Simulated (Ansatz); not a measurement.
Diatomic ZnNi, multiplicity 3 (lowest of 2S+1 = 1, 3 at PBE0/def2-TZVPP; our sources give no spin for the ground state, which may be another). No spin–orbit coupling. Ni is treated without relativity. Zn is treated without relativity.

Constants: fifth-degree fit in 1/R to seven points, most abundant isotopes. In def2 and cc sets the state is the lowest found near the PBE0 minimum, followed along R.

Programs: Ansatz (a first-principles code). Values without a source in brackets are computed.

| level | r_e (Å) | ω_e (cm⁻¹) | α_e (cm⁻¹) | B_e (cm⁻¹) | dipole (D) |
|---|---|---|---|---|---|
| PBE/def2-TZVPP | 2.392 | 204 | 0.00080 | 0.0969 | 0.26 |
| r2SCAN/def2-TZVPP | 2.345 | 221 | 0.00077 | 0.101 | 0.32 |
| B97M-V/def2-TZVPP | 2.431 | 183 | 0.00087 | 0.0938 | 0.32 |
| B3LYP/def2-TZVPP | 2.444 | 179 | 0.00092 | 0.0929 | 0.28 |
| PBE0/def2-TZVPP | 2.424 | 185 | 0.00088 | 0.0944 | 0.13 |
| BHLYP/def2-TZVPP | 2.499 | 157 | 0.0010 | 0.0888 | 0.12 |
| CAM-B3LYP/def2-TZVPP | 2.424 | 184 | 0.00094 | 0.0944 | 0.20 |
| wB97X-V/def2-TZVPP | 2.435 | 183 | 0.00090 | 0.0936 | 0.02 |
| wB97M-V/def2-TZVPP | 2.442 | 181 | 0.00091 | 0.0930 | 0.05 |
| B2PLYP/def2-TZVPP | 2.411 | 192 | 0.00090 | 0.0954 | - |

Correlated levels freeze the inner cores; with def2 sets outer-core shells near the valence are correlated too.
